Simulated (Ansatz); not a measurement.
ClFGeI, SMILES `[F][Ge]([Cl])[I]` radical at its PBE0-D4/def2-TZVP geometry, where that method's forces vanish. Charge 0, multiplicity 2. I takes the def2 core potential.

```xyz
4

F    -0.4253   -0.7062    1.5147
Ge   -0.5225   -0.2080   -0.1444
Cl   -0.6150    1.9381   -0.0591
I     1.5628   -1.0238   -1.3112
```

(1) What forces (eV/Å) does ωB97M-V/def2-TZVPP give on these atoms in Ansatz? (An estimate is asked.)

Answers

(1) Computed: 
```
F1   0.024  0.001  0.052
Ge2 -0.016 -0.020 -0.097
Cl3  0.020 -0.007  0.012
I4  -0.028  0.025  0.034
```
